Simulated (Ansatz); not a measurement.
Start from `[CH3][W]([F])(=[S])=[S]` and change one atom or group to get `C[O][W]([F])(=[S])=[S]`.

Ansatz, PBE0-D4/def2-TZVP geometries, multiplicity 1. Each molecule was computed in one conformer, which needn't be the lowest.

Elements past krypton have def2 core potentials.

| property | `[CH3][W]([F])(=[S])=[S]` |
| --- | --- |
| size of the dipole moment (ωB97M-V/def2-TZVPP) / D | 2.18 |
| size of the dipole moment (PBE/def2-TZVPP) / D | 2.17 |
| size of the dipole moment (B3LYP/def2-TZVPP) / D | 2.19 |
| HOMO energy (ωB97M-V/def2-TZVPP) / eV | -9.45 |
| LUMO energy (PBE0/def2-TZVPP) / eV | -2.99 |
| HOMO energy (PBE0/def2-TZVPP) / eV | -7.47 |

Give the same properties after the change, and the shifts. (Estimate.)

Computed: 
| property | `C[O][W]([F])(=[S])=[S]` | shift |
| --- | --- | --- |
| size of the dipole moment (ωB97M-V/def2-TZVPP) / D | 3.58 | 1.40 |
| size of the dipole moment (PBE/def2-TZVPP) / D | 3.66 | 1.49 |
| size of the dipole moment (B3LYP/def2-TZVPP) / D | 3.63 | 1.44 |
| HOMO energy (ωB97M-V/def2-TZVPP) / eV | -9.20 | 0.25 |
| LUMO energy (PBE0/def2-TZVPP) / eV | -2.63 | 0.36 |
| HOMO energy (PBE0/def2-TZVPP) / eV | -7.25 | 0.22 |

With PBE0 the HOMO rises by 0.22 eV and the LUMO rises by 0.36 eV, so the gap widens by about 0.14 eV. PBE moves the HOMO by 0.23 eV and ωB97M-V by 0.25 eV. Dipoles are sizes alone; their direction can turn.

B3LYP here is the variant with VWN-RPA as its local correlation; programs differ in this.
